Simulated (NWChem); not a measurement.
Molecule: C$_{6}$H$_{5}$O, doublet; SMILES [O]c1ccccc1

Program: NWChem. Pople sets run with spherical d functions. Spin-unrestricted. In the optimisation the excess spin sits in b1 (C2v, its own frame). Geometry: optimised at PBE0/def2-SVP, spin-unrestricted. Not confirmed as a minimum by frequencies. No stability test was run on the SCF state. Level: M06-2X/6-31G* with COSMO at NWChem's default radii, gas-phase geometry; rows give the dielectric constant. Reactions with the solvent are ignored.

For dielectric constant 25.0:

```yaml
dipole in solution (D): 5.31
```

How do the values read with dielectric constant 7.6 instead?

The dipole in solution (D) is 5.10.
